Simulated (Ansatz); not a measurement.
Consider the substitution at a C–Si bond: `CBC[SiH2]F` + H–F → `CBCF` + `F[SiH3]`.

Isolated molecules relaxed with PBE0-D4/def2-TZVP in Ansatz; ΔE leaves out vibrations. CCSD(T)/CBS is the MP2 limit (def2-TZVPP, def2-QZVPP) plus CCSD(T) − MP2 in def2-TZVPP, frozen cores. This one scheme is used for every species. DFT in def2-TZVPP. B3LYP here is the variant with VWN-RPA as its local correlation; programs differ in this. HSE06 is defined as in plane-wave codes. One conformer a species, not always the lowest.

```
             level  ΔE (kJ/mol)  difference from CCSD(T)/CBS
       LDA (SPW92)        120.0                         -7.0
            PBE-D4        117.4                         -9.6
         revPBE-D4        120.2                         -6.8
           BLYP-D4        106.5                        -20.5
         r2SCAN-D4        117.5                         -9.5
            B97M-V        114.6                        -12.4
           PBE0-D4        121.4                         -5.6
          B3LYP-D4        109.9                        -17.1
        r2SCANh-D4        119.3                         -7.7
        r2SCAN0-D4        121.5                         -5.5
          HSE06-D4        121.4                         -5.6
          BHLYP-D4        110.5                        -16.5
      CAM-B3LYP-D4        106.4                        -20.6
           ωB97X-V        109.3                        -17.7
           ωB97M-V        116.3                        -10.7
               PBE        110.2                        -16.8
            revPBE        105.8                        -21.2
              BLYP         92.4                        -34.6
            r2SCAN        115.5                        -11.5
              PBE0        115.1                        -11.9
             B3LYP         98.6                        -28.4
           r2SCANh        117.1                         -9.9
           r2SCAN0        119.1                         -7.9
             HSE06        115.3                        -11.7
             BHLYP        100.6                        -26.4
         CAM-B3LYP         99.7                        -27.3
           LC-ωPBE        114.1                        -12.9
RPA@PBE/def2-TZVPP        110.8                        -16.2
       HF/def2-SVP         81.5                        -45.5
      MP2/def2-SVP        116.8                        -10.2
     CCSD/def2-SVP        101.9                        -25.1
  CCSD(T)/def2-SVP        104.0                        -23.0
     HF/def2-TZVPP         89.4                        -37.6
   CCSD/def2-TZVPP        118.3                         -8.7
CCSD(T)/def2-TZVPP        122.1                         -4.9
     HF/def2-QZVPP         89.4                        -37.6
SCS-MP2/def2-QZVPP        123.0                         -4.0
      HF/CBS(def2)         89.4                        -37.6
     MP2/CBS(def2)        139.6                         12.6
    CCSD/CBS(def2)        123.3                         -3.7
       CCSD(T)/CBS        127.0                            0
```

Largest T1 diagnostic among the species: 0.011.

From r2SCAN to r2SCAN0 (25 % exact exchange), in def2-TZVPP and without D4, ΔE moves by +3.6 kJ/mol. At CCSD(T), def2-SVP lies −23.0 kJ/mol from the extrapolated value and def2-TZVPP −4.9 kJ/mol. In def2-TZVPP, CCSD(T) changes the Hartree–Fock value by +32.7 kJ/mol (the triples alone add +3.7 kJ/mol) and MP2 by +45.4 kJ/mol.

CCSD(T)/CBS has its own doubt, a few kJ/mol and more with outer-core shells, so smaller differences from it don't rank the levels.
